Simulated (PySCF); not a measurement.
NMR data simulated for an unnamed compound:

1H NMR (500 MHz, computed): δ 9.06 (br s, 1H), 7.39 (s, 1H), 2.66 (q, 2H), 2.21 (s, 3H), 1.15 (t, 3H).

13C{1H} NMR (computed): δ 144.5 (C), 144.5 (CH), 116.6 (C), 22.6 (CH2), 18.3 (CH3), 10.3 (CH3).

How the numbers were obtained: coordinates at the GFN2-xTB level, NMR shieldings at PBE0/pcSseg-1/GIAO, in PySCF 2.14.0 with density-fitted response routines (non-relativistic Hamiltonian, equivalent nuclei averaged, gas phase, single conformer).

δ = σ(ref) − σ, references computed at the same level: 1H (σref 31.72), 13C (σref 186.93) against TMS.

Question: Which of these does the molecule contain: a CH3CH2 unit, a nitrile, a Si–CH3 group, an amide, an NH or NH2 group, a heteroaromatic ring?

Answer: 
- A CH3CH2 unit: yes (δC 18.3, 22.6; δH 1.15 (t), 2.66 (q)).
- A nitrile: no.
- A Si–CH3 group: no.
- An amide: no.
- An NH or NH2 group: yes (δH 9.06 (br s)).
- A heteroaromatic ring: yes.

The data belong to SMILES C(C)C1=C(C)C=NN1, C₆H₁₀N₂; they needn't prove each group on their own.

Carbon signals by region: 3 in the sp2 and nitrile region (100–160 ppm), 3 below 50 ppm.

The OH or NH signal is concentration- and solvent-dependent in practice; the value given is the gas-phase one. Shifts are as computed. Against solution values, carbons near 30 ppm lie about +3 ppm off and those near 130 ppm about +5 ppm. Of 1211 compounds with measured shifts, 218 miss one by over three times the rms of a fit or turn the order of signals round; such compounds aren't used in these exercises. No couplings were computed; multiplicities are counted from neighbouring protons, with m where these are inequivalent, close in shift, in a saturated or five-membered ring or joined by F or P, and br s for small geminal =CH2 splittings.
